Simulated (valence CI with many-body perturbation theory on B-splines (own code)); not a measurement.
The numbers below are computed, except where a source is named.
# Hyperfine factors and g values of Hf⁵⁶⁺

Level of theory: valence CI with perturbative core correlation (CI+MBPT): six valence electrons over a frozen Dirac-Fock core [Ne], radial functions for each j: 9 s, 9 p, 8 d, 6 f, 3 g, 1 h, with the one-electron correlation potential Σ1, the two-electron term Σ2, the three-electron term Σ3, Breit, model QED; selected CI, second order for the rest, scaled by the run's own slope (own B-spline code, finite nucleus).

No measured spectrum was set against this ion. As an estimate, large intervals hold to a few tenths of a per cent, small ones and those within an open d or f shell to about a per cent. Among the levels kept, up to 970 cm⁻¹ of a level comes from second order outside the variational space, and about a tenth of that is noise between levels of different J, which matters for small intervals.

A/g_I is the dipole constant over the nuclear g factor μ/I (μ in nuclear magnetons, uniformly magnetised nucleus), B/Q the quadrupole constant per barn. Both hold the static response of the core; the bare values leave it out. Large factors of s and p1/2 electrons are usually good to 5 to 10 %; those of open d and f shells near neutrality can be off by tens of per cent, and small factors of p3/2, d and f electrons come from cancelling terms and can be off by a factor of two or in sign, in half-filled shells by more. B is blank for J = 1/2, where it vanishes, and for nearly pure S terms. Energies count from the lowest level. Levels with J = 0 are left out.

Levels are named by their leading jj configuration (3d3/2^4 stands for four electrons in 3d with j = 3/2), which in mixed levels can hold well under half, so a name can repeat and another be missing. Letters in brackets count levels of one name in rising energy.

```csv
Level,E (× 10³ cm⁻¹),g,A/g_I (MHz),A/g_I bare,B/Q (MHz/b),B/Q bare
(3s^2 3p1/2^2 3p3/2^2) J=2,0.00,1.332,188000,187000,28100,27800
(3s^2 3p1/2^2 3p3/2 3d3/2) J=2,1826.9,1.043,144000,145000,-2830,-2600
(3s^2 3p1/2^2 3p3/2 3d3/2) J=1,1892.1,1.109,134000,136000,-165000,-164000
(3s^2 3p1/2^2 3p3/2 3d3/2) J=3,1896.9,1.091,141000,142000,395000,393000
(3s^2 3p1/2^2 3p3/2 3d5/2) J=4,2429.1,1.252,93200,94800,410000,408000
(3s^2 3p1/2 3p3/2^3) J=1,2450.8,1.490,-162000,-155000,-187000,-185000
(3s^2 3p1/2^2 3p3/2 3d5/2) J=2,2477.2,1.239,64500,67000,-240000,-236000
(3s^2 3p1/2 3p3/2^3) J=2,2526.0,1.143,544000,536000,-404000,-398000
(3s^2 3p1/2^2 3p3/2 3d5/2) J=3,2628.1,1.197,85000,86400,-3690,-1480
(3s^2 3p1/2^2 3p3/2 3d5/2) J=1,2715.0,1.049,-72400,-67400,51800,52000
(3s^2 3p1/2^2 3d3/2^2) J=2,3730.9,0.749,101000,103000,3880,4050
(3s 3p1/2^2 3p3/2^3) J=2,3873.0,1.469,1190000,1170000,-348000,-344000
(3s 3p1/2^2 3p3/2^3) J=1,4036.3,1.186,-681000,-661000,-136000,-134000
(3s^2 3p1/2 3p3/2^2 3d3/2) J=2 [a],4203.4,1.026,299000,297000,-205000,-202000
(3s^2 3p1/2 3p3/2^2 3d3/2) J=1 [a],4222.5,0.982,326000,323000,-58700,-58700
(3s^2 3p1/2 3p3/2^2 3d3/2) J=3 [a],4266.0,1.073,293000,291000,-2640,-1830
(3s^2 3p1/2 3p3/2^2 3d3/2) J=4,4331.3,1.044,332000,329000,63900,65700
(3s^2 3p1/2^2 3d3/2 3d5/2) J=3,4362.6,1.075,59800,62500,16100,16900
(3s^2 3p1/2 3p3/2^2 3d3/2) J=2 [b],4433.1,0.817,436000,432000,218000,217000
(3s^2 3p1/2^2 3d3/2 3d5/2) J=2,4449.3,1.177,52800,55500,-31900,-32800
(3s^2 3p1/2^2 3d3/2 3d5/2) J=1,4484.9,1.514,11600,14000,19500,20300
(3s^2 3p1/2^2 3d3/2 3d5/2) J=4,4489.8,1.067,66400,69200,90100,94100
(3s^2 3p1/2 3p3/2^2 3d3/2) J=3 [b],4543.1,1.179,71000,73600,47200,47300
(3s^2 3p1/2 3p3/2^2 3d3/2) J=2 [c],4595.9,1.247,301000,299000,-11400,-12700
(3s^2 3p1/2 3p3/2^2 3d3/2) J=1 [b],4636.6,1.498,209000,208000,123000,122000
(3s^2 3p1/2 3p3/2^2 3d3/2) J=1 [c],4739.0,0.899,-320000,-308000,-67900,-65800
(3s^2 3p1/2 3p3/2^2 3d5/2) J=3 [a],4772.9,1.302,-84300,-79300,51200,52200
(3s^2 3p1/2 3p3/2^2 3d5/2) J=4 [a],4775.8,1.293,-29700,-25700,137000,139000
(3s^2 3p1/2 3p3/2^2 3d5/2) J=4 [b],4873.4,1.175,277000,275000,11600,12900
(3s^2 3p1/2 3p3/2^2 3d5/2) J=1,4895.3,0.917,696000,686000,12100,12300
(3s^2 3p1/2 3p3/2^2 3d5/2) J=5,4898.4,1.188,256000,254000,82300,84300
(3s^2 3p1/2 3p3/2^2 3d5/2) J=2,5040.9,1.271,-181000,-173000,326000,324000
(3s^2 3p1/2^2 3d5/2^2) J=4,5065.5,1.172,48800,51200,49900,52300
(3s^2 3p1/2 3p3/2^2 3d5/2) J=3 [b],5095.5,1.114,308000,305000,397000,394000
```

Task: Take the isotope of mass number 179, with I = 9/2, μ = -0.6389 μN and Q = 3.79 b. What is the hyperfine structure of (3s^2 3p1/2^2 3p3/2 3d5/2) J=2?

Result: From the table A = -9160 MHz, B = -910000 MHz. Shifts from the centre of gravity in MHz: F = 5/2: -316000, F = 7/2: 49700, F = 9/2: 293000, F = 11/2: 243000, F = 13/2: -310000.
